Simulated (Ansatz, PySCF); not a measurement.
Here is a job for PySCF.
```python
from pyscf import gto, scf, cc

mol = gto.M(
    atom='''
O     1.13377266    0.12435186   -0.36781878
B    -0.03360281   -0.52188624   -0.20573049
O    -1.12795819   -0.03404720    0.40341739
H     1.22824605    1.02526193   -0.02617740
H    -1.10674775    0.86173194    0.77004098
''',
    basis='cc-pvdz',
    spin=1,
    verbose=3,
)

mf = scf.UHF(mol)
mf.kernel()

mycc = cc.CCSD(mf, frozen=3)
mycc.kernel()
et = mycc.ccsd_t()
print('E(CCSD(T)) = %.10f' % (mycc.e_tot + et))
```

**Question.** Convert this to an input for Ansatz (a quantum-chemistry and plane-wave program).

**Answer.** One answer among several that fit: 
Ansatz 0.2 input:
```yaml
crystal:
  periodic: [false, false, false]
  atoms:
    - {symbol: O, position_ang: [1.13377266, 0.12435186, -0.36781878]}
    - {symbol: B, position_ang: [-0.03360281, -0.52188624, -0.20573049]}
    - {symbol: O, position_ang: [-1.12795819, -0.03404720, 0.40341739]}
    - {symbol: H, position_ang: [1.22824605, 1.02526193, -0.02617740]}
    - {symbol: H, position_ang: [-1.10674775, 0.86173194, 0.77004098]}
basis:
  gaussian:
    orbitals: cc-pVDZ
magnetization: {spin_polarized: true, initial_magnetization: 1}
correlation: {method: ccsd_t, electrons: outside_noble_gas}
accuracy: high
```

Both were run: PySCF gave -176.082558 Eh and Ansatz -176.082558 Eh, 0.000 mEh apart.
